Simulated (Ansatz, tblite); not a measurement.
Removing and adding an electron: Ge₃ (the lowest singlet isomer of a short search). Charge 0, multiplicity 1. Geometry: PBE-D4/def2-TZVP. Ansatz, gas phase; energy differences of separate SCF runs; the oxidised species was run as a doublet alone; the reduced species was run as a doublet alone.

```xyz
3

Ge    0.164   -0.193   -1.629
Ge    0.917    0.416    1.306
Ge   -1.081   -0.223    0.323
```

The xTB rows come from tblite. B3LYP takes the VWN-RPA correlation. HSE06 is defined as in plane-wave codes, on full-range PBE exchange. The order of the spin states hangs on the level: the triplet lies 0.12 eV below the singlet at PBE0-D4/def2-TZVP, but 0.02 eV above it at PBE-D4/def2-TZVP. The structure comes from a short search, and lower isomers may exist.

```tsv
level	−HOMO (eV)	vertical IE (eV)	−LUMO (eV)	vertical EA (eV)	HOMO–LUMO gap (eV)	IE − EA (eV)	remarks
PBE-D4/def2-TZVP	5.23	7.91	4.00	–	1.23	–	–
PBE-D4/def2-TZVPD	5.27	–	4.05	1.67	1.22	–	HOMO above zero (-1 doublet)
r2SCAN-D4/def2-TZVP	5.49	7.98	4.07	–	1.42	–	spin-contaminated (⟨S²⟩ 0.87) (+1 doublet)
r2SCANh-D4/def2-TZVP	5.79	7.97	3.82	–	1.96	–	spin-contaminated (⟨S²⟩ 0.92) (+1 doublet)
PBE0-D4/def2-TZVP	6.09	7.94	3.39	–	2.70	–	spin-contaminated (⟨S²⟩ 0.83) (+1 doublet)
PBE0-D4/def2-TZVPD	6.11	–	3.43	1.79	2.68	–	–
```

(1) Estimate the rows for GFN1-xTB, GFN2-xTB, r2SCAN-D4/def2-TZVPD, B3LYP-D4/def2-TZVP, HSE06-D4/def2-TZVP, BHLYP-D4/def2-TZVP.

Results:

(1) 
| level | −HOMO (eV) | vertical IE (eV) | −LUMO (eV) | vertical EA (eV) | HOMO–LUMO gap (eV) | IE − EA (eV) | remarks |
| --- | --- | --- | --- | --- | --- | --- | --- |
| GFN1-xTB | 9.76 | 11.86 | 8.75 | – | 1.01 | – | – |
| GFN2-xTB | 7.58 | 11.48 | 6.51 | 2.62 | 1.08 | 8.85 | – |
| r2SCAN-D4/def2-TZVPD | 5.51 | – | 4.10 | 1.87 | 1.41 | – | HOMO above zero (-1 doublet) |
| B3LYP-D4/def2-TZVP | 5.85 | 7.94 | 3.49 | – | 2.36 | – | – |
| HSE06-D4/def2-TZVP | 5.71 | 7.94 | 3.76 | – | 1.96 | – | spin-contaminated (⟨S²⟩ 0.83) (+1 doublet) |
| BHLYP-D4/def2-TZVP | 6.68 | 7.79 | 2.58 | – | 4.10 | – | – |

Relaxing the oxidised species (PBE-D4/def2-TZVP) changes its energy by -0.08 eV at PBE-D4/def2-TZVP, so the adiabatic ionisation energy to this nearest minimum is 7.82 eV. On the way Ge1–Ge2 forms. The relaxed charge 1 doublet is spin-contaminated (final ⟨S²⟩ up to 0.86, 0.75 for a pure state).  Relaxing the reduced species (PBE-D4/def2-TZVPD) changes its energy by -0.39 eV at PBE-D4/def2-TZVPD, so the adiabatic electron affinity to this nearest minimum is 2.06 eV. On the way Ge1–Ge2 forms. At PBE0-D4/def2-TZVPD it is 2.25 eV. The highest occupied level of the relaxed charge -1 doublet lies above zero (up to 0.27 eV). It is a level of β spin, whose loss leaves a triplet; that state wasn't run at this geometry and level. The electron is either unbound and held by the finite basis, or the level is raised by self-interaction error.  Run but left out: HF/def2-TZVP, HF/def2-TZVPP (singlet: restricted singlet, unstable towards broken spin symmetry); MP2/def2-TZVPP, CCSD/def2-TZVPP, CCSD(T)/def2-TZVPP (charge +1 doublet: ⟨S²⟩ 1.52, where a pure state has 0.75).   A HOMO above zero means that the electron is unbound at that level or that self-interaction error raises the level; the energy of removing that electron tells which. Raw xTB energy differences between charge states are shifted by several eV; the methods need an empirical correction for them.
